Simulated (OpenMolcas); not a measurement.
Computed levels of 4s² 4p in ions with 31 electrons, in cm-1 above ²P°_1/2.

| Quantity | Value |
| --- | --- |
| Program | OpenMolcas |
| Method | SS-CASPT2, IPEA 0.25 Eh, imaginary shift 0.1 Eh |
| Basis | ANO-RCC-VTZP |
| Scalar Hamiltonian | DKH2, point nucleus |
| Spin-orbit coupling | RASSI with atomic mean-field integrals over the reference wave functions, term energies averaged over their components |

Active space for each ion: 1 electron in 3 orbitals (4p); closed shells correlated by CASPT2: 3d 4s.

```json
{"Level": "²P°_3/2", "Ga": "738", "Ge+": "1543", "As2+": "2666", "Se3+": "4014", "Kr5+": "7546"}
```

Question: Estimate ²P°_3/2 for Br4+ from its neighbours Se3+ and Kr5+.

Answer: ²P°_3/2 is fine structure, which grows about as the fourth power of a screened charge, so the fourth roots are averaged: ((4014^0.25 + 7546^0.25) / 2)^4 = 5572. The calculation gives 5679, so the estimate is off by -1.9 %; the measured value is 6090 (Moore, Atomic Energy Levels, vol. II, NSRDS-NBS 35 (1971 reprint of NBS Circular 467, 1952)).

With one active electron, CASPT2 adds the correlation within the correlated inactive shells and between them and that electron, and leaves the splitting within a term as the reference gives it. Measured partners are found by configuration, term and J. A level has none where our copy of the source lacks it or the pairing is in doubt (some pairs that miss far off the trend of their configuration count as doubtful), and it then counts in no deviation. Only configurations of the active space appear.

° marks odd parity.
